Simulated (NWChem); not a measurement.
Species: PbN2H4, singlet; SMILES [NH2][Pb][NH2]

```xyz
7

Pb     0.0000     0.0000     0.2807
N     -1.5519    -0.0265    -1.1938
H     -2.5216     0.1671    -0.9626
H     -1.3941     0.1071    -2.1887
N      1.5519     0.0265    -1.1938
H      1.3941    -0.1071    -2.1887
H      2.5216    -0.1671    -0.9626
```
Atoms are numbered in this order, from 1.

Program: NWChem. Medium grid unless said otherwise, to which SCAN and Minnesota functionals are sensitive. Low-valent species are run as closed-shell singlets; no triplet was tried in these runs. Geometry: optimised at PBE0/def2-SVP. def2 effective core potentials on Pb; no spin-orbit coupling. Total energies of different functionals are on different scales.

```
level                                                                energy (Ha)  highest occupied level (eV)  orbital gap (eV)  dipole (D)
-------------------------------------------------------------------  -----------  ---------------------------  ----------------  ----------
B3LYP/def2-TZVP                                                        -304.9235                        -6.01              4.46        0.73
PBE/def2-TZVP                                                          -304.7495                        -4.96              3.04        0.46
M06-2X/def2-TZVP                                                       -304.6690                        -7.54              6.96        1.17
OLYP/def2-TZVP                                                         -305.0275                        -4.72              3.06        0.64
LC-wPBE (HJS exchange hole, range parameter 0.4 per bohr)/def2-TZVP    -304.8070                          [?]               [?]         [?]
MN15/def2-TZVP                                                         -304.3419                        -7.03              6.07        0.85
B97-2/def2-TZVP                                                        -305.0112                        -5.95              4.64        0.78
RPBE/def2-TZVP                                                         -304.9462                        -4.88              3.04        0.52
N12/def2-TZVP                                                          -305.2892                        -4.76              3.02        0.62
```

Problem. Complete the blanks.

Solution. 
- LC-wPBE (HJS exchange hole, range parameter 0.4 per bohr)/def2-TZVP, highest occupied level (eV): -9.00
- LC-wPBE (HJS exchange hole, range parameter 0.4 per bohr)/def2-TZVP, orbital gap (eV): 9.59
- LC-wPBE (HJS exchange hole, range parameter 0.4 per bohr)/def2-TZVP, dipole (D): 0.90
